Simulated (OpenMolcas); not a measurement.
## Ru4+: effect of the metal basis

Ru4+ with 6 ligands (fluoride) in octahedral coordination (Oh) at 1.93 Å. A charge of +0.333 e stands 2.6 Å behind each ligand.

```json
{"Program": "OpenMolcas", "Method": "CASSCF", "Spin-orbit coupling": "state interaction with AMFI integrals over the reference wave functions"}
```

Fixed: ligand basis ANO-RCC-VDZP, active space 4 electrons in 5 orbitals (4d), DKH2 Hamiltonian.

States (labels of O, the rotations of Oh). Energies in cm-1 above the lowest state or level, χT in cm3 K/mol; under a threefold ground state the first gap can be a small split of the lowest multiplet, not the spin-orbit step; 10Dq and B are least-squares fits to the states below 45000 cm-1, weighted by degeneracy, with a free offset, and given where the rms deviation is under 5 % of |10Dq| (or 100 cm-1) and under 700 cm-1.

```json
{"Run": "A", "Metal basis": "ANO-RCC-VDZP", "Ground state": "3T1", "First state of that spin": "3E 24830", "10Dq": "28074", "B (rms of fit)": "792 (396)", "First gap with spin-orbit (degeneracies)": "792.3 (1, 3)", "χT at 300 K": "1.017", "First state of another spin": "5E 8971", "Cost": "roughly 40 core-seconds"}
{"Run": "B", "Metal basis": "ANO-RCC-VTZP", "Ground state": "3T1", "First state of that spin": "3E 24529", "10Dq": "27870", "B (rms of fit)": "797 (370)", "First gap with spin-orbit (degeneracies)": "777.2 (1, 3)", "χT at 300 K": "1.039", "First state of another spin": "5E 8340", "Cost": "roughly 40 core-seconds"}
```

Against A, |10Dq| changes by -0.7 % in B.

Costs are those of the RASSCF and RASSI steps.

An orbital triplet at a regular site is open to Jahn-Teller coupling, which can distort the site and quench the lowest spin-orbit gaps and is left out. Without dynamic correlation the repulsion within the d shell is too large (B by tens of per cent), so at a given field states of lower spin stand too high. This shell can be high or low spin here, a state of another spin lies low, and with metal d orbitals alone active their balance is uncertain, so the ground spin may be wrong, although the usual error favours high spin. With metal d orbitals alone the field can be off either way by tens of per cent. Ligand-to-metal charge-transfer states are missing. With no ligand orbital active B as a rule stays too high, so bands that hang on it stand too high and its fall with covalency is understated. The least metal-like active orbital is 75 % on the metal (Löwdin) and no ligand orbital is active, so the numbers are rough (holds for A). The least metal-like active orbital is 76 % on the metal (Löwdin) and no ligand orbital is active, so the numbers are rough (holds for B). No measured value stands beside these numbers; the geometry was imposed, not optimised, and the real ion may take another.
